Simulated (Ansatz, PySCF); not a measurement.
Al(Cl)(vinyl)(OH) (C2H4AlClO), SMILES C=[CH][Al]([OH])[Cl]. Atoms are numbered in the order given.

```xyz
9

Al    -0.2663     0.0264    -0.0003
Cl     0.3812    -1.9815     0.0039
C      0.9564     1.5134    -0.0016
C      0.4868     2.7758     0.0009
H      2.0485     1.3835    -0.0036
H      1.1497     3.6524     0.0010
H     -0.5893     2.9939     0.0031
O     -1.9252     0.3831    -0.0021
H     -2.6527    -0.2438    -0.0014
```
Charge 0, spin multiplicity 1.

Geometry optimised at r2SCAN-D4/def2-SVP. The structure was generated by enumeration; whether it is a known compound was not checked. Other conformers were not sampled.

Two levels are set side by side: PBE-D3(BJ)/def2-SVP (Ansatz, a quantum-chemistry and plane-wave program) and r2SCAN-D4/def2-SVP (Ansatz). Each level has its own optimised geometry; the coordinates shown are those of the second. Frequencies come from the Hessian of PySCF at each geometry. Differences are taken from unrounded values.

```tsv
quantity	r2SCAN-D4
mean bond length (Å)	1.417
bond Al1–Cl2 (Å)	2.110
bond Al1–C3 (Å)	1.925
bond Al1–O8 (Å)	1.697
bond C3–C4 (Å)	1.347
bond C3–H5 (Å)	1.100
bond C4–H6 (Å)	1.099
bond C4–H7 (Å)	1.098
bond O8–H9 (Å)	0.960
highest harmonic wavenumber (cm⁻¹)	3947
mean harmonic wavenumber (cm⁻¹)	1193
zero-point energy (kcal/mol)	35.80
```

Q: What does PBE-D3(BJ) give, and how far is it from r2SCAN-D4? (An estimate is asked for; the answer gives what the named calculation found.)

A: 
```json
[
 {"quantity": "mean bond length (Å)", "PBE-D3(BJ)": "1.426", "PBE-D3(BJ) minus r2SCAN-D4": "0.009"},
 {"quantity": "bond Al1–Cl2 (Å)", "PBE-D3(BJ)": "2.121", "PBE-D3(BJ) minus r2SCAN-D4": "0.011"},
 {"quantity": "bond Al1–C3 (Å)", "PBE-D3(BJ)": "1.935", "PBE-D3(BJ) minus r2SCAN-D4": "0.010"},
 {"quantity": "bond Al1–O8 (Å)", "PBE-D3(BJ)": "1.714", "PBE-D3(BJ) minus r2SCAN-D4": "0.017"},
 {"quantity": "bond C3–C4 (Å)", "PBE-D3(BJ)": "1.352", "PBE-D3(BJ) minus r2SCAN-D4": "0.005"},
 {"quantity": "bond C3–H5 (Å)", "PBE-D3(BJ)": "1.106", "PBE-D3(BJ) minus r2SCAN-D4": "0.007"},
 {"quantity": "bond C4–H6 (Å)", "PBE-D3(BJ)": "1.106", "PBE-D3(BJ) minus r2SCAN-D4": "0.007"},
 {"quantity": "bond C4–H7 (Å)", "PBE-D3(BJ)": "1.105", "PBE-D3(BJ) minus r2SCAN-D4": "0.007"},
 {"quantity": "bond O8–H9 (Å)", "PBE-D3(BJ)": "0.970", "PBE-D3(BJ) minus r2SCAN-D4": "0.009"},
 {"quantity": "highest harmonic wavenumber (cm⁻¹)", "PBE-D3(BJ)": "3818", "PBE-D3(BJ) minus r2SCAN-D4": "-128"},
 {"quantity": "mean harmonic wavenumber (cm⁻¹)", "PBE-D3(BJ)": "1163", "PBE-D3(BJ) minus r2SCAN-D4": "-29"},
 {"quantity": "zero-point energy (kcal/mol)", "PBE-D3(BJ)": "34.92", "PBE-D3(BJ) minus r2SCAN-D4": "-0.88"}
]
```
